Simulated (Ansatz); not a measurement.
Species: SnIF, charge 0, singlet. SnIF (SMILES [Sn]([F])[I]).
B3LYP-D3(BJ)/def2-TZVP minimum from Ansatz (a first-principles code):
```
Sn
F 1 1.9546
I 1 2.7544 2 98.15
```
Charge 0, spin multiplicity 1.

Total energies in def2-SVP, 18 correlated electrons, 19 frozen orbitals. Open shells are spin-unrestricted; no spin-orbit coupling. Cores are frozen in correlated methods (noble-gas shells, and filled d and f shells in the p block). Past Kr the def2 sets carry scalar-relativistic core potentials. Spin-orbit terms, left out, reach several kcal/mol for Br and I, and more for heavier atoms.

```
method    program  energy (Eh)  minus CCSDT(Q) (mEh)
--------  -------  -----------  --------------------
HF         Ansatz   -609.44960                374.91
MP2        Ansatz   -609.79681                 27.70
CCSD       Ansatz   -609.81439                 10.12
CCSD(T)    Ansatz   -609.82261                  1.90
CCSDT(Q)   Ansatz   -609.82451                  0.00
```

Rough core times of Ansatz's runs on a shared machine: CCSD(T) under 20 s, CCSDT(Q) 60 s.
